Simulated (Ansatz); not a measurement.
Basis sets compared for Al₆N₇H₂₀⁺, a cluster cut from zinc blende AlN (hydrogen-capped). The state is a singlet with charge 1. Geometry PBE-D4/def2-SVP. Ansatz on 2 threads of AMD EPYC 7R13 on a shared host and a share (18 GiB) of an NVIDIA H100 80GB HBM3; times are rough, and most runs start from earlier orbitals.

```xyz
33

N    -1.3495   -2.4554    0.1772
N    -0.1865    3.2324   -0.7595
N     0.2754   -0.8661   -1.7974
N    -1.6062    0.6070    0.1846
N    -0.2114   -0.8554    2.5193
N     1.4027    0.8604    0.5243
N     1.6631   -2.2019    0.5156
Al   -1.7664    2.1050   -1.1031
Al   -1.5234   -0.8635   -1.0336
Al    0.0392   -2.5123    1.5309
Al    1.5941    2.3880   -0.7235
Al    1.8351   -0.5801   -0.6552
Al   -0.2390    0.8454    1.4874
H    -1.2993   -3.3033   -0.4146
H    -2.2736   -2.5705    0.6296
H    -0.3308    3.8235    0.0775
H    -0.1570    3.9208   -1.5331
H     0.4127   -1.7055   -2.3849
H     0.2869   -0.0854   -2.4814
H    -2.5170    0.6067    0.6765
H    -1.0823   -0.9097    3.0761
H     0.5127   -0.7751    3.2545
H     2.1694    1.0012    1.2054
H     1.8843   -3.0349   -0.0580
H     2.4711   -2.1726    1.1622
H    -1.4249    1.2843   -2.4647
H    -3.1233    2.9094   -0.8912
H    -2.7418   -1.1939   -1.9924
H     0.0482   -3.8200    2.4305
H     1.7022    1.5473   -2.1109
H     2.7183    3.4017   -0.2312
H     3.2724   -0.6872   -1.3150
H    -0.4555    2.0597    2.4980
```

Single mean-field runs in def2-TZVP are fitted with def2-universal-jkfit.

| level | functions | energy (Eh) | HOMO (eV) | LUMO (eV) | wall time |
| --- | --- | --- | --- | --- | --- |
| PBE-D4/def2-SVP | 306 | -1848.2405 | -9.51 | -4.41 | 2.1 s |
| PBE0-D4/def2-SVP | 306 | -1848.4386 | -10.77 | -3.55 | 2.4 s |

(1) Estimate the rows for PBE-D4/def2-TZVP, PBE0-D4/def2-TZVP (with forces).

## Answers

(1) 
```
                          level  functions  energy (Eh)  HOMO (eV)  LUMO (eV)  wall time
               PBE-D4/def2-TZVP        559   -1849.1991      -9.55      -4.70      3.3 s
PBE0-D4/def2-TZVP (with forces)        559   -1849.3818     -10.79      -3.88      5.5 s
```
